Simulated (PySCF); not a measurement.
Below is a simulated gas-phase Si 2p photoelectron spectrum of [(Cl)3Si]2O, Cl6OSi2.

Every computed line was given a Gaussian of 0.7 eV full width at half maximum and an area set by the number of equivalent atoms (split 2:1 within a doublet); the highest printed point is 100. Method: PySCF 2.14.0, delta-SCF UKS SCAN, pcX-2 on the ionised atom, pcseg-1 elsewhere, spin-free X2C.

binding energy (eV), intensity and a bar:
```
    109.4          0 
    109.5          1 
    109.6          3 #
    109.7          6 ##
    109.8         13 ####
    109.9         23 #######
    110.0         39 ############
    110.1         58 #################
    110.2         77 #######################
    110.3         92 ############################
    110.4        100 ##############################
    110.5         99 ##############################
    110.6         92 ############################
    110.7         83 #########################
    110.8         74 ######################
    110.9         66 ####################
    111.0         59 ##################
    111.1         52 ###############
    111.2         42 #############
    111.3         32 #########
    111.4         22 ######
    111.5         13 ####
    111.6          7 ##
    111.7          4 #
    111.8          2 
    111.9          1 
    112.0          0
```

**Question.** Count the maxima, the lines and the sites behind this envelope.

**Answer.** The curve has 1 maximum (at 110.4 eV). Under it lie 2 lines from 1 inequivalent silicon site, drawn as a 2p3/2, 2p1/2 pair. At this width some lines have no maximum of their own.

**Question.** Decompose the envelope and assign each component. Bonds: Si1–Cl2, Si1–Cl3, Si1–Cl4, Si1–O5, O5–Si6, Si6–Cl7, Si6–Cl8, Si6–Cl9.

**Answer.** 
| position (eV) | relative area | line | atoms | environment |
| --- | --- | --- | --- | --- |
| 110.40 | 1.33 | Si 2p3/2 | Si1/Si6 | silicon bonded to 3 Cl and O |
| 111.02 | 0.67 | Si 2p1/2 | Si1/Si6 | silicon bonded to 3 Cl and O |

**Question.** What are the centre and the root-mean-square width of the whole band?

**Answer.** The area-weighted mean of the lines is 110.61 eV. Their own spread about it is 0.29 eV (rms) and each Gaussian has σ = 0.7/2.355 = 0.30 eV; the variances add, which gives 0.42 eV.

The curve has no shake-up lines and no vibrational structure. Topologically equivalent atoms share the value of their first member; where this conformer doesn't relate them by symmetry, their own values could differ. Spin–orbit coupling isn't in the SCF: each 2p doublet comes from a relaxed spin-free hole plus a matrix of the shell (mean-field spin–orbit coupling and the ground-state 2p splitting), with 2p3/2 averaged over its two sublevels. 2p1/2 minus 2p3/2 (ligand field included): Si 0.62 eV. Geometry: PBE0-D3(BJ)/def2-SVP; no solvent, vibrations or thermal averaging.

Time: 34 s; peak memory 0.67 GiB. Hardware: one thread of an Arm Neoverse V1, no GPU (shared host).
